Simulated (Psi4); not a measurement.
The Psi4 input:
```
memory 2 GB

molecule mol {
0 1
  Sb   -0.001272   -0.000203    0.055059
  H    -0.864708   -1.029536   -0.960299
  H    -0.429639    1.287814   -0.941691
  H     4.080207   -0.743326   -2.828218
}

set basis def2-sv(p)
set reference uhf
set stability_analysis follow
set scf_type pk

energy('scf')
print_variables()
```

Problem. What does this run give for the <S^2>, dipole moment, number of basis functions, nuclear repulsion energy, total energy?

Solution. 
```json
{
 "<S^2>": "1.013",
 "dipole_moment": "0.16 D",
 "number_of_basis_functions": "32",
 "nuclear_repulsion_energy": "17.2880 Eh",
 "total_energy": "-240.8881 Eh"
}
```
